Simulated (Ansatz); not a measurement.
Reactions of ClFGaH2N (`[NH2][Ga]([F])[Cl]`).

Computed with Ansatz on PBE0-D4/def2-TZVP structures; ΔE is electronic, products minus reactants. CBS: MP2 limit from def2 TZ/QZ plus the TZ coupled-cluster correction, frozen cores. DFT in def2-TZVPP. def2 core potentials past Kr. For Ga, In, Sn outer-core shells are correlated without core-valence functions, which leaves a few kJ/mol of doubt a bond. Scalar relativity is left out up to krypton. One conformer a species, not always the lowest.

| reaction | B2PLYP (kJ/mol) | CCSD(T)/CBS(def2) (kJ/mol) |
| --- | --- | --- |
| `[NH2][Ga]([F])[Cl]` + `[F][SnH]([SH])[Cl]` → `[F][Ga]([SH])[Cl]` + `[NH2][SnH]([F])[Cl]` | 8 | 10 |
| `[NH2][Ga]([F])[Cl]` + `[F][In]([O][SiH3])[O][SiH3]` → `[NH2][Ga]([Cl])[O][SiH3]` + `[F][In]([F])[O][SiH3]` | 0 | 2 |
| `[NH2][Ga]([F])[Cl]` + `C#[C][GaH][CH3]` → `C#[C][Ga]([F])[Cl]` + `[CH3][GaH][NH2]` | -2 | -2 |
| `[NH2][Ga]([F])[Cl]` + `C[SiH2][SiH](N)O` → `[NH2][Ga]([NH2])[Cl]` + `C[SiH2][SiH](O)F` | -41 | -48 |

Largest T1 diagnostic: 0.017, for `[F][In]([F])[O][SiH3]`.
